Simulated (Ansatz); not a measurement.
A nudged elastic band was laid between two geometries of ClGaHO (4 atoms, charge -1, multiplicity 1).

The calculation used UKS PBE0-D4/def2-SVP (Ansatz).

```
movable images  : 5
climbing image  : yes
spring          : 5.0 eV/Å²
optimiser       : quadratic models (default)
start path      : through a guess of the saddle point
force threshold : 0.03 eV/Å
iteration limit : 60
end points      : relaxed
```

First end point:

```xyz
4
Properties=species:S:1:pos:R:3
O -1.838 -0.084 -0.248
Ga -0.176 0.165 -0.086
Cl 1.211 -1.465 0.710
H 0.803 1.384 -0.376
```

Last end point:

```xyz
4
Properties=species:S:1:pos:R:3
O -0.867 0.452 -0.288
Ga 0.966 0.210 0.057
Cl 0.813 -2.018 0.851
H -0.913 1.356 -0.620
```

(1) What changes between the two ends?

(2) Give the energies along the band, and the barrier.

(3) What is the geometry of the highest image?

## Answers

(1) Bonds broken: Ga2–H4. Bonds formed: O1–H4.

(2) The forces met the threshold. The highest image is number 3 of 0 to 6, 198.5 kJ/mol above the first end and 298.6 kJ/mol above the last; the last end lies 100.2 kJ/mol below the first. Neighbouring images differ by up to 1.5 eV, so the band resolves the path poorly. A vibrational analysis at the climbing image gives one clearly imaginary mode, 1271i cm⁻¹: a first-order saddle point. The orbitals stay closed-shell, which can raise the energy where a bond breaks towards radicals; this wasn't checked here. Limits of this set-up: an anion without diffuse functions, the dipole of an ion depends on the origin.

```tsv
image	path coordinate (Å)	energy (kJ/mol)	Ga2–H4 (Å)	O1–H4 (Å)
0	0.00	0.0	1.59	3.02
1	0.46	32.2	1.58	2.69
2	0.91	123.1	1.58	2.24
3	1.37	198.5	1.61	1.72
4	1.82	50.2	1.71	1.17
5	2.27	-78.4	2.03	0.97
6	2.73	-100.2	2.30	0.96
```

(3) 
```xyz
4
Properties=species:S:1:pos:R:3
O -1.387 0.297 -0.317
Ga 0.312 0.073 0.022
Cl 1.243 -1.860 0.856
H -0.168 1.490 -0.562
```

Run time: 57 s on 2 threads of Arm Neoverse V2, on a shared host, peak memory 0.19 GiB.
